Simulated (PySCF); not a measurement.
C9H7F.
Structure used (PBE0-D3(BJ)/def2-SVP), in Å, numbered top down from 1:
```xyz
17
C9H7F angstrom
C      2.119   -2.708   -1.490
C      1.304   -2.068   -0.858
C      0.340   -1.358   -0.099
F     -0.390   -2.139    0.699
C      0.139   -0.009   -0.149
C      0.970    0.716   -1.055
C      1.669    1.345   -1.822
C     -0.856    0.738    0.651
C     -1.007    2.059    0.448
C     -1.682    0.026    1.686
H      2.844   -3.267   -2.053
H      2.296    1.891   -2.501
H     -0.417    2.596   -0.297
H     -1.734    2.628    1.032
H     -1.050   -0.484    2.427
H     -2.324   -0.745    1.235
H     -2.322    0.747    2.212
```

Computed with PySCF at CAM-B3LYP/def2-SVPD, non-relativistic, on one gas-phase PBE0-D3(BJ)/def2-SVP geometry that isn't relaxed in the solvent. The solvent is an IEF-PCM continuum (cavity from Bondi-type radii × 1.2), and excitations are vertical TDDFT with non-equilibrium linear response and a frozen core. The model holds no explicit solvent molecules, cavitation or dispersion.

| run | E − E(gas) (kJ/mol) | HOMO (eV) | HOMO–LUMO gap (eV) | dipole (D) | lowest singlet (eV) | static polarisability (au) |
| --- | --- | --- | --- | --- | --- | --- |
| gas | 0.00 | -7.69 | 6.74 | 1.04 | 4.48 | 115.8 |
| P | -14.40 | -7.73 | 6.75 | 1.20 | 4.32 | 147.5 |
| Q | -8.84 | -7.70 | 6.75 | 1.14 | 4.30 | 134.8 |

Problem. The runs were made in benzene and chloroform. Which run belongs to which solvent?

Solution. P = chloroform, Q = benzene. The dielectric constants are 2.271 (benzene), 4.711 (chloroform), and the energy falls further as ε rises. The optical constants n² used for the excitations are 2.25, 2.09 in the same order. In this model the ground state sees the solvent through ε alone.

Problem. How constant is the ratio of the lowering to (ε − 1)/(2ε + 1)?

Solution. 
```
   solvent  (ε − 1)/(2ε + 1)  E − E(gas) (kJ/mol)  ratio (kJ/mol)  polarisation term (kJ/mol)
   benzene             0.229                -8.84           -38.5                       -9.36
chloroform             0.356               -14.40           -40.4                      -15.81
```

The ratio changes by +4.9 % in size from benzene to chloroform. The polarisation term is half the interaction of the solute with the induced surface charges.

The run took about 90 s of CPU time (one thread, shared machine). This is the whole response run at CAM-B3LYP/def2-SVPD in chloroform, SCF included.
